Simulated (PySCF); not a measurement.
Compound: C6H9N3Si.
SMILES: `[SiH3]C1=C(C2CC2)C=NN=N1`

Torsions of this conformer, `[SiH3:1][c:2]1[n:3][n:4][n:5][cH:6][c:7]1[CH:8]1[CH2:9][CH2:10]1`: C6–C7–C8–C9 38°.

The closed-shell ground state was solved at several levels (PySCF, density fitting, gas phase, non-relativistic). The structure is a single PBE0-D3(BJ)/def2-SVP conformer in the gas phase; no vibrational or solvent corrections.

| level | basis functions | HOMO (eV) | LUMO (eV) | gap (eV) | dipole (D) |
| --- | --- | --- | --- | --- | --- |
| PBE0/pcSseg-1 | 222 | -7.24 | -1.88 | 5.36 | 6.03 |
| KT3/pcSseg-1 | 222 | -5.86 | -2.67 | 3.19 | 5.75 |

Task: What might CAM-B3LYP/def2-SVPD (276 basis functions) give for the same quantities?

Result: HOMO -8.59 eV, LUMO -0.78 eV, gap 7.81 eV, dipole 6.04 D.

Task: Over all these levels, which gives the widest orbital gap and which the narrowest?

Result: CAM-B3LYP/def2-SVPD (range-separated hybrid) has the widest, 7.81 eV, and KT3/pcSseg-1 (GGA) the narrowest, 3.19 eV. Functional and basis both differ between the two, so the spread mixes both effects.

Task: How far do the dipole and the HOMO energy spread over the levels?

Result: The dipole runs from 5.75 to 6.04 D (mean 5.94 D) and the HOMO from -8.59 to -5.86 eV.
